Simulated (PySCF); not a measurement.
Compound: C6H5ClOS.
SMILES with atom numbers: `[CH3:1][c:2]1[cH:3][cH:4][c:5]([C:6](=[O:7])[Cl:8])[s:9]1`

Geometry (GFN2-xTB, Å), atoms numbered from 1 in this order:
```
atom  x, y, z in Å
C1     0.1274    1.1749   -2.2785
C2     0.0109    0.4894   -0.9666
C3    -1.1207   -0.0195   -0.3839
C4    -0.8873   -0.6057    0.8641
C5     0.4348   -0.5460    1.2416
C6     1.0907   -1.0184    2.4224
O7     2.2439   -0.9466    2.7120
Cl8   -0.0475   -1.8037    3.5517
S9     1.3990    0.2500    0.0282
H10   -0.8447    1.2351   -2.7611
H11    0.5202    2.1826   -2.1486
H12    0.8127    0.6360   -2.9314
H13   -2.0912    0.0288   -0.8449
H14   -1.6486   -1.0574    1.4729
```

NICS = −σ at a ghost point: NICS(0) at the centroid of the ring atoms, NICS(1) 1 Å to either side along the normal of their mean plane, zz for the tensor component along that normal. Level: GIAO PBE0/pcSseg-1 (PySCF, non-relativistic, gas phase) on the GFN2-xTB geometry, one conformer.

Ring bond lengths (Å), with Mayer bond orders in brackets: C2–C3 1.371 (1.50), C3–C4 1.398 (1.33), C4–C5 1.376 (1.45), C5–S9 1.742 (1.11), S9–C2 1.724 (1.20).

Give the NICS values of each ring in ppm.

| ring | type | NICS(0) | NICS(1), two faces | NICS(1)zz, two faces | rms pucker (Å) | centre to ring atoms, mean (Å) |
| --- | --- | --- | --- | --- | --- | --- |
| C2–C3–C4–C5–S9 | 5-membered ring with S; formal bonds all aromatic | -10.7 | -10.2 / -10.2 | -21.6 / -21.6 | 0.00 | 1.29 |

What can be read from them?

- C2–C3–C4–C5–S9: mean NICS(1)zz -21.6 ppm, shielded, aromatic by this magnetic criterion (flat ring, no four-coordinate atom).

What does the geometric index give? HOMA takes Krygowski's 1993 parameters.

- C2–C3–C4–C5–S9: HOMA 0.85; the largest term is that of C5–S9, α(R − Ropt)² = 0.40. The geometric and the magnetic index point the same way.

At the first NICS(1) probe listed for ring C2–C3–C4–C5–S9, 1 Å off the ring, how large is the induced field along the normal in 1 T applied along it?

NICSzz × B0 = -21.6 ppm × 1 T = -22 μT, against the applied field.
